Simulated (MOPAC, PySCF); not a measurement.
Ligands exchanged one at a time, B SiH3-H. All species are isolated molecules in the gas phase. Strings in code marks are SMILES.

Quantity: vertical ionisation energy (energy after one electron is removed minus that of the parent at the parent's geometry), in eV.

Level 1: B3LYP/6-31G* // B3LYP-D3(BJ)/def2-TZVP (PySCF)
Level 2: minus the HOMO energy of AM1 // B3LYP-D3(BJ)/def2-TZVP (MOPAC)
Level 3: minus the HOMO energy of HF/6-31G* // B3LYP-D3(BJ)/def2-TZVP (PySCF)
Level 4: minus the HOMO energy of SVWN5/6-31G* // B3LYP-D3(BJ)/def2-TZVP (PySCF)

```json
[
 {"species": "`B[SiH3]`", "level 1": "10.78", "level 2": "10.55", "level 3": "11.35", "level 4": "7.13"},
 {"species": "`B`", "level 1": "[?]", "level 2": "[?]", "level 3": "13.52", "level 4": "8.28"},
 {"species": "`[SiH3]B[SiH3]`", "level 1": "9.89", "level 2": "10.12", "level 3": "10.68", "level 4": "[?]"}
]
```

**Question.** Some entries are withheld; supply them.

**Answer.** 
- `B`, level 1: 13.15
- `B`, level 2: 11.86
- `[SiH3]B[SiH3]`, level 4: 6.78
